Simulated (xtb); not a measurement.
C₂H₉InN, charge +1, singlet, at a GFN2-xTB geometry (such geometries of metal compounds can be far from the true shape). Base run: GFN0-xTB (xtb).

The xtb input:
```
$ xtb mol.xyz --gfn 0 --chrg 1 --json

# file mol.xyz
13

In     0.01029216     0.25808808     0.06989038
C      1.73797640     0.84692082    -1.26039157
H      2.61736320     0.31016744    -0.90906612
H      1.88244548     1.92293075    -1.18576466
H      1.47689291     0.55587623    -2.27634374
C     -1.69717134     0.22996896     1.54824413
H     -2.56637048    -0.17166069     1.03031352
H     -1.87885657     1.24785044     1.88771495
H     -1.40043788    -0.41034404     2.37695452
N     -0.08325956    -2.14434856    -0.57701847
H     -0.74633417    -2.31444460    -1.33208764
H     -0.36877472    -2.74357612     0.19645205
H      0.81774317    -2.49401433    -0.90078781
```

The base run was repeated with changes; each row names its change, and settings that it needs were set with it.

| change | ΔE vs base (kcal/mol) | HOMO-LUMO gap (eV) |
|---|---|---|
| base | 0.000 | 2.34 |
| acc = 0.1 | 0.000 | 2.34 |
| etemp = 3000 | -0.256 | 2.34 |
| etemp = 5000 | -2.61 | 2.34 |
